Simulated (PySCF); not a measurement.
## Silicon: a sound run and one with changed settings

Sound run: Si⁺ [Ne] 3s2 3p1, Si²⁺ [Ne] 3s2. Calculation: PySCF 2.14, in def2-SVP (4s3p1d, 18 functions); no relativity, point nucleus. The sound run starts from symmetry-adapted Hartree-Fock orbitals and uses a fine grid where one is needed.

A second run was set up differently.

```tsv
species	method	sound run (hartree)	changed run (hartree)	converged
Si⁺	UHF	-288.47217	-288.47217	yes
Si⁺	PBE	-288.82371	-288.84800	yes
Si⁺	r2SCAN	-288.93854	-288.95428	yes
Si²⁺	UHF	-287.89144	-287.89144	yes
Si²⁺	PBE	-288.22044	-288.24543	yes
Si²⁺	r2SCAN	-288.33222	-288.34897	yes
```

Ionisation energy of Si⁺:

| method | sound run (eV) | changed run (eV) |
| --- | --- | --- |
| UHF | 15.803 | 15.803 |
| PBE | 16.416 | 16.397 |
| r2SCAN | 16.499 | 16.471 |

Question: What was changed?
A. level shift left on
B. a valence shell is frozen
C. minimal basis
D. radial grid too coarse

Answer: D. It used radial step 0.5 in ln r (0.13 in the sound run). A coarse radial grid mis-integrates the density and the exchange-correlation energy, with errors of either sign; Hartree-Fock needs no grid.
